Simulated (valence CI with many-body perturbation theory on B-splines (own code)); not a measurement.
## Mg V: calculated level list

Method: valence CI with perturbative core correlation (CI+MBPT): six valence electrons over a frozen Dirac-Fock core [He], a basis of 9 s, 9 p, 8 d, 6 f, 3 g, 1 h functions for each j, with the one-electron correlation potential Σ1, the two-electron term Σ2, the three-electron term Σ3, Breit, model QED; selected CI, second order for the rest, scaled by the run's own slope (own B-spline code, finite nucleus).

Against 18 measured levels this calculation errs by 220 cm⁻¹ on average and by 554 at most. These come from a selection out of NIST levels in Kelleher and Podobedova, J. Phys. Chem. Ref. Data 37, 267 (2008). Levels without a partner in it may be off by more. Among the levels kept, up to 1400 cm⁻¹ of a level comes from second order outside the variational space, and about a tenth of that is noise between levels of different J, which matters for small intervals.

Levels 1 to 43 of 43, with energies above the lowest level, 2s²2p⁴ ³P_2. "Leading %" is the weight of the configuration and term that name the level; weights of strongly mixed levels are sums over their largest components and can fall short. Lifetimes count E1, E2, E3, M1 and M2 decay at the calculated energies, and are blank where another channel may lead or the interval is too uncertain; long ones can be off by a factor of two.

```tsv
No.	Configuration	Term	J	E (eV)	Leading %	Lifetime	Second component
1	2s²2p⁴	³P	2	0.00	99		
2	2s²2p⁴	³P	1	0.22	99	8.01 s	
3	2s²2p⁴	³P	0	0.31	99	43.7 s	
4	2s²2p⁴	¹D	2	4.48	99	408 ms	
5	2s²2p⁴	¹S	0	9.62	96	38.1 ms	
6	2s2p⁵	³P°	2	35.12	98	119 ps	
7	2s2p⁵	³P°	1	35.32	98	118 ps	
8	2s2p⁵	³P°	0	35.43	98	118 ps	
9	2s2p⁵	¹P°	1	49.33	97	30.1 ps	
10	2p⁶	¹S	0	82.21	92	44.6 ps	
11	2s²2p³3s	⁵S°	2	82.85	97	164 ns	
12	2s²2p³3s	³S°	1	84.80	97	20.8 ps	
13	2s²2p³3s	³D°	3	90.18	97	65.1 ps	
14	2s²2p³3s	³D°	2	90.19	97	65.1 ps	
15	2s²2p³3s	³D°	1	90.19	97	65.0 ps	
16	2s²2p³3p	⁵P	1	90.67	97	2.00 ns	
17	2s²2p³3p	⁵P	2	90.68	97	1.98 ns	
18	2s²2p³3p	⁵P	3	90.71	97	1.97 ns	
19	2s²2p³3s	¹D°	2	91.16	97	25.5 ps	
20	2s²2p³3p	³P	1	92.44	97	2.03 ns	
21	2s²2p³3p	³P	2	92.44	97	2.03 ns	
22	2s²2p³3p	³P	0	92.44	97	2.03 ns	
23	2s²2p³3s	³P°	0	93.77	95	63.5 ps	
24	2s²2p³3s	³P°	1	93.77	95	63.6 ps	
25	2s²2p³3s	³P°	2	93.78	94	63.3 ps	
26	2s²2p³3s	¹P°	1	94.78	95	27.0 ps	
27	2s²2p³3p	¹P	1	97.16	89	2.39 ns	7 % 2s²2p³3p ³D
28	2s²2p³3p	³D	2	97.45	96	2.18 ns	
29	2s²2p³3p	³D	1	97.45	89	2.18 ns	7 % 2s²2p³3p ¹P
30	2s²2p³3p	³D	3	97.48	96	2.11 ns	
31	2s²2p³3p	³F	2	98.00	97	1.90 ns	
32	2s²2p³3p	³F	3	98.02	96	1.89 ns	
33	2s²2p³3p	³F	4	98.03	98	1.88 ns	
34	2s²2p³3p	¹F	3	98.34	97	2.40 ns	
35	2s²2p³3p	³P	2	100.03	95	429 ps	
36	2s²2p³3p	³P	1	100.04	93	433 ps	
37	2s²2p³3p	³P	0	100.05	95	432 ps	
38	2s²2p³3d	⁵D°	4	100.53	97	806 ps	
39	2s²2p³3d	⁵D°	0	100.53	97	787 ps	
40	2s²2p³3d	⁵D°	3	100.54	97	800 ps	
41	2s²2p³3d	⁵D°	2	100.54	97	793 ps	
42	2s²2p³3d	⁵D°	1	100.54	97	787 ps	
43	2s²2p³3p	³S	1	100.98	93	523 ps
```

The ionisation energy to 2s²2p³ ⁴S°3/2 of the next ion comes out as 141.11 eV (NIST: 141.33 ± 0.03 eV (semi-empirical)). All 43 levels together are meant to be complete up to 101.13 eV.
